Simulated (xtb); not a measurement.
CH₂ (SMILES [CH2]), triplet, geometry from GFN2-xTB.

Input for xtb:
```
$ xtb mol.xyz --gfn 1 --uhf 2 --json

# file mol.xyz
3

C     -0.00086561     0.10089553     0.01170220
H     -0.97847113    -0.31231328    -0.02467531
H      0.98366479    -0.29305989    -0.04553788
```

What does this run give for the total energy, partial charges in atom order, dipole moment?


```json
{
 "total_energy": "-2.9746 Eh",
 "partial_charges_in_atom_order": "C1 -0.10, H2 0.05, H3 0.05",
 "dipole_moment": "0.58 D"
}
```
